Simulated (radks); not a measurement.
Ga I, configuration [Ar] 3d10 4s2 4p1 (the NIST ground configuration). All-electron calculation, scalar-relativistic Kohn-Sham, PBEsol, spin-polarised, spherical densities, finite nucleus; open shells are filled with parallel spins first; Fermi nuclear charge, rms radius 3.9973 fm. Program: a radial shooting solver on a logarithmic mesh with Libxc functionals.

Unscreened Slater integrals over Kohn-Sham orbitals (hartree). They are taken over the spin-up orbitals.

\begin{tabular}{lr}
integral & value \\ \hline
F0(4p,4p) & 0.27234 \\
F2(4p,4p) & 0.13626 \\
F0(4p,4s) & 0.31468 \\
G1(4p,4s) & 0.18959 \\
F0(4p,3d) & 0.36490 \\
F2(4p,3d) & 0.059868 \\
G1(4p,3d) & 0.023401 \\
G3(4p,3d) & 0.018829 \\
F0(4p,3p) & 0.36820 \\
F2(4p,3p) & 0.047467 \\
G0(4p,3p) & 0.010295 \\
G2(4p,3p) & 0.011533 \\
F0(4s,4s) & 0.38523 \\
F0(4s,3d) & 0.49588 \\
G2(4s,3d) & 0.049352 \\
F0(4s,3p) & 0.50368 \\
G1(4s,3p) & 0.026128 \\
F0(3d,3d) & 1.1510 \\
F2(3d,3d) & 0.52732 \\
F4(3d,3d) & 0.32713 \\
F0(3d,3p) & 1.2306 \\
F2(3d,3p) & 0.57713 \\
G1(3d,3p) & 0.71049 \\
G3(3d,3p) & 0.43139 \\
F0(3p,3p) & 1.3307 \\
F2(3p,3p) & 0.66356 \\
\end{tabular}

Derived for the open shells (J is the average intra-shell exchange parameter used in DFT+U). 4p: J = F2/5 = 0.02725 hartree.
